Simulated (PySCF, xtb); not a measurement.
Si(F)(OH)(SH)2 (FH3OS2Si), SMILES O[Si](F)(S)S.

GFN2-xTB in xtb at its own geometry gives an orbital gap of 5.04 eV and a dipole moment of 3.35 D.

Geometry: PBE-D3(BJ)/def2-SVP. This is a generated structure with no PubChem entry under its InChIKey; it may be hypothetical. Other conformers were not sampled.

Q: What does M06-2X/def2-TZVP (PySCF) give? (An estimate is asked for; the answer gives what the named calculation found.)

A: gap 9.99 eV (levels -9.14 and 0.85 eV), dipole 1.91 D.
